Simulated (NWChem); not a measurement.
Molecule: SnH2, singlet; SMILES [SnH2]

```xyz
3

Sn     0.0000     0.0000     0.0194
H      0.0000    -1.2619    -1.2372
H      0.0000     1.2619    -1.2372
```
Atoms are numbered in this order, from 1.

Low-valent species are run as closed-shell singlets; no triplet was tried in these runs. Coordinates come from a PBE0/def2-SVP (def2 core potentials past Kr) optimisation.

Spin-orbit effects, on the heavy nuclei and on their neighbours, are missing.

Problem. Give the principal values of the shielding tensors (ppm) of Sn1 from PBE/x2c-SVPall-s, scalar ZORA without spin-orbit coupling, GIAO (NWChem), with their diamagnetic and paramagnetic parts as GIAO splits them.

Solution. 
```json
[
 {"atom": "Sn1", "σ11": "-4677.7", "σ22": "241.3", "σ33": "3349.9", "isotropic": "-362.2", "diamagnetic": "5061.5", "paramagnetic": "-5423.6"}
]
```
